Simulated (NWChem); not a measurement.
InHSF$_{2}$; SMILES [F][In]([F])[SH]

```xyz
5

In    -0.0134     0.2537     0.0000
F     -1.5777     1.4077     0.0000
F      1.6835     1.2112     0.0000
S     -0.0970    -2.1128     0.0000
H      1.2541    -2.1947     0.0000
```
Atoms are numbered in this order, from 1.

Geometry: optimised at PBE0/def2-SVP. No frequency run checked for a minimum. def2 effective core potentials on In; no spin-orbit coupling.

Symmetry labels are those of Cs in the frame above (b1 and b2, or b-type labels, depend on it).

Task: List the 4 lowest vertical singlet excitations from PBE/def2-SVPD with def2 effective core potentials on In, TDA (NWChem).

Result: 
```json
[
 {"state": "S1", "energy (eV)": "3.69", "oscillator strength": "0.012", "symmetry": "a\"", "leading excitation (squared amplitude)": "HOMO → LUMO (1.00)"},
 {"state": "S2", "energy (eV)": "5.04", "oscillator strength": "0.039", "symmetry": "a'", "leading excitation (squared amplitude)": "HOMO−1 → LUMO (0.66)"},
 {"state": "S3", "energy (eV)": "5.16", "oscillator strength": "0.012", "symmetry": "a'", "leading excitation (squared amplitude)": "HOMO−2 → LUMO (0.94)"},
 {"state": "S4", "energy (eV)": "5.17", "oscillator strength": "0.000", "symmetry": "a\"", "leading excitation (squared amplitude)": "HOMO−3 → LUMO (1.00)"}
]
```
